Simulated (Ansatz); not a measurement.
Ansatz (a first-principles code) input (PBE0/def2-TZVP):

Ansatz 0.2 input:
```yaml
crystal:
  periodic: [false, false, false]
  atoms:
    - {symbol: C, position_ang: [-0.58948698, 0.07484221, -0.49893396]}
    - {symbol: C, position_ang: [0.83140566, -0.16547035, -0.19588443]}
    - {symbol: Cl, position_ang: [1.03358835, -1.27116161, 1.24227772]}
    - {symbol: Cl, position_ang: [1.72363634, 1.35556209, 0.07352472]}
    - {symbol: Cl, position_ang: [-1.36654689, -1.03321451, -1.54127038]}
    - {symbol: Cl, position_ang: [-1.55295915, 1.02081697, 0.53079250]}
    - {symbol: H, position_ang: [1.30727087, -0.68028146, -1.02160706]}
basis:
  gaussian:
    orbitals: def2-TZVP
hamiltonian:
  xc: {name: PBE0}
magnetization: {spin_polarized: true, initial_magnetization: 1}
```

Output:

```
Functional definition: PBE0
integrals: 0.19 GiB planned
1476 factors; their error is unknown
mean field: 2.32 GiB planned
mean field evaluation 1: about -52160.3615 eV, gradient 2.1e1 eV
mean field evaluation 2: about -52157.0750 eV, gradient 3.4e1 eV
mean field evaluation 4: about -52162.5869 eV, gradient 1.1e0 eV
mean field evaluation 8: about -52162.5958 eV, gradient 1.0e-1 eV
mean field evaluation 16: about -52162.7422 eV, gradient 4.6e-4 eV
mean field -52162.74217161 eV, -1916.9454176301 hartree, gradient 1.2e-5 eV, S^2 0.756281; 0 other end points of the search recorded, 0 dependent functions left out
reference -52162.74220019 eV, -1916.9454186805 hartree; 41, 40 occupied and 175, 176 virtual orbitals, 1476 factors
Total energy: -52162.74220019 eV, -1916.9454186805 hartree
```

It need not be the lowest isomer of its formula.
